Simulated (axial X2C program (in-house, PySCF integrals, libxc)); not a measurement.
Spin–orbit effects along a row: molecules with S (ions), PBE0

Computed with an in-house relativistic program for diatomic molecules, spin-free (one-electron X2C) or two-component (2c: spin–orbit coupling with atomic mean-field Coulomb and Gaunt terms, which also bring small scalar terms), in Dyall basis sets with cores contracted in-house; open shells are unrestricted.

Basis sets: As dyall-cv3z, Cr dyall-cv3z, Ga dyall-cv3z, Ge dyall-cv3z, K dyall-cv3z, Mn dyall-cv3z, S dyall-av3z, Sc dyall-cv3z, Ti dyall-cv3z, V dyall-cv3z.

```
molecule   spin-free state  Re (Å)  ωe (cm⁻¹)  De (eV)  2c state  Re 2c (Å)  ωe 2c (cm⁻¹)  De 2c (eV)
     KS⁺    M_S = 1, Λ = 0   3.312      116.9     0.34     Ω = 1      3.312         116.9        0.34
    ScS⁺    M_S = 0, Λ = 0   2.071      638.2     4.73     Ω = 0      2.071         638.2         n/a
    TiS⁺  M_S = 1/2, Λ = 2   2.023      623.1     4.18   Ω = 3/2      2.023         623.2         n/a
     VS⁺    M_S = 1, Λ = 0   2.012      531.7     3.35     Ω = 1      2.012         531.4         n/a
    CrS⁺  M_S = 3/2, Λ = 0   2.102      406.4     2.40   Ω = 3/2      2.102         405.8        2.39
    MnS⁺    M_S = 2, Λ = 1   2.144      417.5     2.17     Ω = 1      2.144         417.5        2.20
    GaS⁺    M_S = 1, Λ = 1   2.287      258.0     0.45     Ω = 2      2.287         258.0        0.47
    GeS⁺  M_S = 1/2, Λ = 1   2.167      456.5     3.54   Ω = 3/2      2.167         455.9         n/a
    AsS⁺    M_S = 0, Λ = 0   1.935      685.1     5.90     Ω = 0      1.935         684.3         n/a
```

(1) Work out the shifts from the spin-free to the two-component result.

Fragments in 2c: K+ + S, Sc+ + S, Ti+ + S, V+ + S, Cr+ + S, Mn+ + S, Ga+ + S, Ge+ + S, As+ + S. Each entry is the lowest single determinant of a limited PBE0 search at one distance. De goes to single-determinant-based atoms at the same level (for ions the charge split of lowest energy) and is withheld (n/a) where an atom does not fit its ground term or J level. Main or longest-lived isotopes. One determinant is a doubtful description, or other states lie close, for KS⁺, TiS⁺, VS⁺, CrS⁺, MnS⁺, GaS⁺; these need not be ground states, and all values refer to the states named. Some open-shell Ω = 0 determinants are out of reach, so the Ω given for KS⁺, VS⁺, MnS⁺, GaS⁺ need not be the lowest component. With several unpaired electrons the Ω given is that of one determinant, not necessarily of the lowest component. Some light 2c atoms are not at their ground J level, so De misses part of their lowering (0.04 eV or less). The functionals have no current term, which raises determinants with orbital currents. Where the atoms have a lower orbital projection than the molecule, De at mean-field level may be about a tenth of an eV too small.

Answers

(1) 

```
molecule  2c state  ΔRe (Å)  Δωe (cm⁻¹)  ΔDe (eV)
     KS⁺     Ω = 1    0.000         0.0      0.00
    ScS⁺     Ω = 0    0.000         0.0       n/a
    TiS⁺   Ω = 3/2    0.000         0.1       n/a
     VS⁺     Ω = 1    0.000        -0.3       n/a
    CrS⁺   Ω = 3/2    0.000        -0.6     -0.01
    MnS⁺     Ω = 1    0.000         0.0      0.03
    GaS⁺     Ω = 2    0.000         0.0      0.02
    GeS⁺   Ω = 3/2    0.000        -0.6       n/a
    AsS⁺     Ω = 0    0.000        -0.8       n/a
```

Shifts of one unit in the last digit are rounding.
